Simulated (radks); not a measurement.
Effect of the nuclear size on the erbium ion Er+, [Xe] 4f12 6s1. All-electron calculation, Dirac Kohn-Sham, relativistic LDA (MacDonald-Vosko exchange, VWN5 correlation), spin-unpolarised, spherical densities, finite nucleus; open shells are shared between the two j in proportion to 2j + 1; Fermi nuclear charge, rms radius 5.2516 fm. Program: a radial shooting solver on a logarithmic mesh with Libxc functionals. The rms radius is varied about that value; shifts are against it.

\begin{tabular}{lrrrrrrrrr}
rms radius (fm) & total energy shift (eV) & density at nucleus (e/bohr^3) & 1s1/2 shift (meV) & 2s1/2 shift (meV) & 4p1/2 shift (meV) & 5s1/2 shift (meV) & 5p1/2 shift (meV) & 6s1/2 shift (meV) & 6p1/2 (empty) shift (meV) \\ \hline
4.3116 & -10.4 & 9.114e+05 & -4240 & -567 & 0.225 & -4.51 & 0.269 & -0.377 & 0.106 \\
4.8525 & -4.60 & 8.808e+05 & -1870 & -250 & 0.099 & -1.99 & 0.119 & -0.167 & 0.047 \\
5.2516 & 0 & 8.609e+05 & 0.000 & 0.000 & 0.000 & 0.000 & 0.000 & 0.000 & 0.000 \\
5.635 & 4.66 & 8.435e+05 & 1900 & 254 & -0.099 & 2.02 & -0.120 & 0.169 & -0.047 \\
5.9291 & 8.40 & 8.312e+05 & 3420 & 457 & -0.178 & 3.63 & -0.217 & 0.304 & -0.085 \\
\end{tabular}

Slopes of the eigenvalues against <r^2> in GHz/fm^2, as finite differences over the two radii next to the reference (eigenvalue slopes, not the field-shift constants of lines): 1s1/2 111000, 2s1/2 14900, 4p1/2 -5.84, 5s1/2 118, 5p1/2 -7.05, 6s1/2 9.88, 6p1/2 (empty) -2.77.
